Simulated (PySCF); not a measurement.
These are PBE-D3(BJ)/def2-TZVP // PBE0-D3(BJ)/def2-TZVP (PySCF 2.14.0) values and carry that method's errors. Gas-phase values, no solvent. 

Reference species (SMILES): `[Cl][Ga][Cl]` (neutral, multiplicity 2).

```
Item            Value
-------------  ------
dipole moment  1.55 D
```

Changed species: `[Ga]([Cl])[Br]` (radical fragment; the reference has radical fragment).

What does the change do to the dipole moment?

the dipole moment falls by 0.10 D, to 1.45 D.
